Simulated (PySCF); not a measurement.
SMILES O[Si](O[SiH2]O[SiH2]Cl)(O)O (H7ClO5Si3), GFN2-xTB optimised geometry.

```
16

Si     1.03    -3.24     0.00
Cl     3.03    -3.24     0.00
O      0.50    -1.72     0.00
Si     0.69    -0.11    -0.01
O     -0.82     0.43     0.02
Si    -1.58     1.86     0.11
O     -0.59     2.93    -0.60
O     -1.82     2.35     1.63
O     -3.03     1.70    -0.59
H      0.55    -3.86    -1.23
H      0.55    -3.86     1.23
H      1.33     0.26    -1.27
H      1.41     0.27     1.20
H     -0.68     3.86    -0.37
H     -2.42     1.86     2.19
H     -3.09     1.27    -1.44
```

Density from PBE0/def2-TZVP in PySCF at that geometry.

Minimum of the electron density along straight lines between bonded atoms, close to the bond critical point (lines longer than 1.1 times the sum of covalent radii, or with two minima, are not listed):

| bond | length / Å | ρ at the minimum / e bohr⁻³ | ∇²ρ there / e bohr⁻⁵ | position (fraction from the first atom) |
|---|---|---|---|---|
| Si1–Cl2 | 2.000 | 0.108 | 0.30 | 0.37 |
| Si1–O3 | 1.606 | 0.145 | 1.00 | 0.42 |
| O3–Si4 | 1.621 | 0.139 | 0.93 | 0.59 |
| Si4–O5 | 1.609 | 0.146 | 0.97 | 0.42 |
| O5–Si6 | 1.622 | 0.144 | 0.91 | 0.59 |
| Si6–O7 | 1.618 | 0.149 | 0.92 | 0.41 |
| Si6–O8 | 1.617 | 0.150 | 0.93 | 0.41 |
| Si6–O9 | 1.623 | 0.147 | 0.90 | 0.41 |
| Si1–H10 | 1.456 | 0.131 | 0.18 | 0.49 |
| Si1–H11 | 1.456 | 0.131 | 0.18 | 0.49 |
| Si4–H12 | 1.456 | 0.131 | 0.18 | 0.49 |
| Si4–H13 | 1.457 | 0.130 | 0.17 | 0.49 |
| O7–H14 | 0.953 | 0.361 | -2.51 | 0.81 |
| O8–H15 | 0.953 | 0.362 | -2.52 | 0.81 |
| O9–H16 | 0.953 | 0.362 | -2.52 | 0.81 |
